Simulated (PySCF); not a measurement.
Computed vibrations of [Ho(SH)4]−

[Ho(SH)4]− (singlet in the valence; each metal's 4f electrons, 10 of them, lie in its core potential, out of spins and levels). PySCF 2.14.0, RKS PBE0, Ho lcecp-1-SVP with ECP56, S def2-SVP, H def2-SVP; non-relativistic Hamiltonian with scalar-relativistic core potentials where named; density fitting; no spin-orbit coupling. Central differences of gradients.

```xyz
9

Ho    0.0000    0.0000    0.0000
S     1.5188    1.6577    1.3855
H     2.4362    0.6753    1.5548
S    -1.5188   -1.6577    1.3855
H    -2.4362   -0.6753    1.5548
S     1.6577   -1.5188   -1.3855
H     0.6753   -2.4362   -1.5548
S    -1.6577    1.5188   -1.3855
H    -0.6753    2.4362   -1.5548
```

Run from Python with OMP_NUM_THREADS=2. Where DIIS fails, smearing, a level shift and second-order steps follow.
It took 3.2 min on 2 threads of Arm Neoverse V2, with other jobs on the host.

(1) What are the harmonic wavenumbers and infrared intensities?

(2) Is this a minimum?

An lcecp potential fixes the number of 4f electrons, so in runs with it no electron can move into or out of that shell.

Results:

(1) Negative numbers are unstable modes, those under 60 cm⁻¹ near the noise; a finer grid moves soft modes by up to 10 cm⁻¹.
```
cm⁻¹  km/mol  symmetry
-115       –          
 -35       –          
  60     4.2          
  61     4.6          
  67     5.7          
  73     0.0          
  81    11.3          
  84    10.9          
 132    32.1          
 262     0.0          
 270    55.2          
 270    55.2          
 272    41.6          
 382     0.0          
 406    35.6          
 406    35.6          
 416    22.1          
2685     0.0          
2685    12.7          
2685    12.7          
2685     0.5
```

(2) No: 2 unstable; the lowest moves the atoms so:
```
Ho   0.00  0.00  0.00
S   -0.01  0.00  0.01
H   -0.20 -0.11  0.45
S    0.01  0.00  0.01
H    0.20  0.11  0.45
S    0.00  0.01 -0.01
H   -0.11  0.20 -0.44
S    0.00 -0.01 -0.01
H    0.11 -0.20 -0.44
```
